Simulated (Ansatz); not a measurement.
Species: N$_{2}$H$_{3}$, charge 0, doublet. N2H3 (SMILES [NH]N, doublet).
B3LYP-D3(BJ)/def2-TZVP minimum from Ansatz (an electronic-structure program):
```
N
H 1 1.0085
H 1 1.0130 2 114.64
N 1 1.3477 2 113.79 3 144.88
H 4 1.0226 1 106.04 2 -167.86
```
Charge 0, spin multiplicity 2.

Total energies in hartree (Ansatz). UHF or UKS for unpaired electrons; spin-orbit terms are left out. Cores are frozen in correlated methods. No relativity. Where a partner has so few electrons that a lower coupled-cluster level is exact, that level stands in.

```csv
species,HF/cc-pVTZ,CCSD(T)/cc-pVTZ,HF/cc-pVQZ,CCSD(T)/cc-pVQZ,CCSD(T)/cc-pVDZ,CCSDT(Q)/cc-pVDZ
"1: N2H3 (SMILES [NH]N, doublet)",-110.62093,-111.05783,-110.62999,-111.09356,-110.93737,-110.93870
2: N (quartet),-54.40069,-54.51471,-54.40372,-54.52482,-54.47850,-54.47866
3: H (doublet),-0.49981,-0.49981,-0.49995,-0.49995,-0.49928,-0.49928
```

Task: Work out the atomisation energy (electronic, to ground-state atoms) in kcal/mol: take Hartree-Fock from cc-pVQZ, extrapolate the CCSD(T) correlation energy as X^-3 (X = 3, 4), and add CCSDT(Q) - CCSD(T) in cc-pVDZ. 1 hartree = 627.51 kcal/mol.

Result: 
Species 1: correlation (64·(-0.46357) - 27·(-0.43690))/37 = -0.48303; step -0.00133; E1 = -110.62999 + (-0.48303) + (-0.00133) = -111.11435
Species 2: correlation (64·(-0.12110) - 27·(-0.11402))/37 = -0.12627; step -0.00016; E2 = -54.40372 + (-0.12627) + (-0.00016) = -54.53015
Species 3: correlation (64·(0.00000) - 27·(0.00000))/37 = 0.00000; step +0.00000; E3 = -0.49995 + (0.00000) + (+0.00000) = -0.49995
-1·E1 +2·E2 +3·E3 = 0.55420 hartree = 347.8 kcal/mol.
